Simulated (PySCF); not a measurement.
Atom-mapped SMILES (the numbers label the heavy atoms): `[CH3:1][O:2][SiH:3]1[CH2:4][CH2:5]1`. Each H is labelled by its parent atom. Ha(C4), Ha(C5) are cis to O2 on the ring; Hb(C4), Hb(C5) are trans to O2 on the ring.

Geometry: PBE0-D3(BJ)/def2-SVP; GIAO absolute shieldings from PySCF, gas phase, non-relativistic, averaged over equivalent atoms.

At PBE0/def2-TZVP (209 basis functions, 19 s wall time on 1 thread of an Arm Neoverse V2, shared host):
```
        atoms  σ (ppm)
           C1    132.2
        C4/C5    190.7
           O2    333.0
          Si3    394.2
       H(Si3)    26.46
        H(C1)    27.98
Ha(C4)/Ha(C5)    30.61
Hb(C4)/Hb(C5)    31.15
```

Estimate the result of repeating the calculation with LDA/pcSseg-2.

Results:


| atoms | σ at LDA/pcSseg-2 | change |
| --- | --- | --- |
| C1 | 121.7 | -10.5 |
| C4/C5 | 183.6 | -7.1 |
| O2 | 324.2 | -8.8 |
| Si3 | 363.5 | -30.7 |
| H(Si3) | 25.56 | -0.90 |
| H(C1) | 27.10 | -0.88 |
| Ha(C4)/Ha(C5) | 29.76 | -0.85 |
| Hb(C4)/Hb(C5) | 30.37 | -0.78 |

The largest change is at Si3 (silicon bonded to 2 C, O, H, in a 3-membered ring). Cost: 299 basis functions, 36 s wall time on 1 thread of an Arm Neoverse V2, shared host.
